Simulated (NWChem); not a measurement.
System meant: CdS; SMILES [S]=[Cd]

The following NWChem deck was run.

```
start job
memory heap 200 mb stack 900 mb global 1100 mb
geometry units angstroms noautoz
  Cd     0.000000     0.000000    -0.568727
  S      0.000000     0.000000     1.687126
end
basis spherical
  * library def2-svp
end
dft
  xc xpbe96 cpbe96
  iterations 150
  mulliken
end
task dft energy
```

End of the output:

```
             Northwest Computational Chemistry Package (NWChem) 7.3.0
             --------------------------------------------------------

 ORDER OF PRIMARY AXIS IS BEING SET TO 4
 C4V symmetry detected

                             Geometry "geometry" -> ""
                             -------------------------

 Output coordinates in angstroms (scale by  1.889725989 to convert to a.u.)

  No.       Tag          Charge          X              Y              Z
 ---- ---------------- ---------- -------------- -------------- --------------
    1 Cd                  48.0000     0.00000000     0.00000000    -0.56396325
    2 S                   16.0000     0.00000000     0.00000000     1.69188975

 Effective nuclear repulsion energy (a.u.)     180.1571854335

      Symmetry information
      --------------------

 Group name             C4v
 Group number             18
 Group order               8
 No. of unique centers     2

  pbe96 is a nonlocal functional; adding pw91lda local functional.

                                 NWChem DFT Module
                                 -----------------

 Summary of "ao basis" -> "ao basis" (spherical)
 ------------------------------------------------------------------------------
       Tag                 Description            Shells   Functions and Types
 ---------------- ------------------------------  ------  ---------------------
 Cd                         def2-svp                11       31   5s3p2d1f
 S                          def2-svp                 8       18   4s3p1d

      Symmetry analysis of basis
      --------------------------

        a1         19
        a2          0
        b1          4
        b2          4
        e          22

            General Information
            -------------------
          SCF calculation type: DFT
          Wavefunction type:  closed shell.
          No. of atoms     :     2
          No. of electrons :    64
           Alpha electrons :    32
            Beta electrons :    32
          Charge           :     0
          Spin multiplicity:     1
          Use of symmetry is: on ; symmetry adaption is: on
          Maximum number of iterations: 150
          AO basis - number of functions:    49
                     number of shells:    19
          Convergence on energy requested:  1.00D-06
          Convergence on density requested:  1.00D-05
          Convergence on gradient requested:  5.00D-04

              XC Information
              --------------
          PerdewBurkeErnzerhof Exchange Functional  1.000
            Perdew 1991 LDA Correlation Functional  1.000 local
           PerdewBurkeErnz. Correlation Functional  1.000 non-local

             Grid Information
             ----------------
          Grid used for XC integration:  medium
          Radial quadrature: Mura-Knowles
          Angular quadrature: Lebedev.
          Tag              B.-S. Rad. Rad. Pts. Rad. Cut. Ang. Pts.
          ---              ---------- --------- --------- ---------
          Cd                  1.55      123           8.0       590
          S                   1.00       88           9.0       590
          Grid pruning is: on
          Number of quadrature shells:   211
          Spatial weights used:  Erf1

      Superposition of Atomic Density Guess
      -------------------------------------

 Sum of atomic energies:       -1605.56713274

      Non-variational initial energy
      ------------------------------

 Total energy =   -1607.813030
 1-e energy   =   -2584.519135
 2-e energy   =     796.548919
 HOMO         =      -2.233509
 LUMO         =      -1.464279

      Symmetry analysis of molecular orbitals - initial
      -------------------------------------------------

 !! scf_movecs_sym_adapt:    8 vectors were symmetry contaminated

  Symmetry fudging

 !! scf_movecs_sym_adapt:    6 vectors were symmetry contaminated

  Numbering of irreducible representations:

     1 a1          2 a2          3 b1          4 b2          5 e

  Orbital symmetries:

     1 a1          2 a1          3 a1          4 a1          5 e
     6 e           7 a1          8 e           9 e          10 b1
    11 b2         12 a1         13 e          14 e          15 b1
    16 b2         17 e          18 e          19 a1         20 a1
    21 a1         22 e          23 e          24 a1         25 e
    26 e          27 a1         28 a1         29 e          30 e
    31 b1         32 b2         33 a1         34 e          35 e
    36 a1         37 a1         38 e          39 e          40 a1
    41 a1         42 e

     ---------------------------------------------
      Total Density - Mulliken Population Analysis
     ---------------------------------------------

    Atom       Charge   Shell Charges
 -----------   ------   -------------------------------------------------------
    1 Cd  48    54.88   2.00  2.01  2.03  2.54 -0.57  6.02  6.97 -0.45 10.02 10.30 14.00
    2 S   16     9.12   2.00  1.97  0.19 -0.47  5.90  0.16 -0.54 -0.08

[...]
```

Q: Find the fault in this run and fix the input.

A: The run ends normally but its numbers are meaningless: the def2 basis of a heavy element holds valence functions alone and wants its effective core potential (without it all electrons must fit into that basis). This input runs:
```
start job
memory heap 200 mb stack 900 mb global 1100 mb
geometry units angstroms noautoz
  Cd     0.000000     0.000000    -0.568727
  S      0.000000     0.000000     1.687126
end
basis spherical
  Cd library def2-svp
  S library def2-svp
end
ecp
  Cd library def2-ecp
end
dft
  xc xpbe96 cpbe96
  iterations 150
  mulliken
end
task dft energy
```
It converges to -565.59029 Ha (PBE/def2-SVP with def2 effective core potentials on Cd). The faulty run gave -1711.489 Ha, with all electrons squeezed into the valence basis.
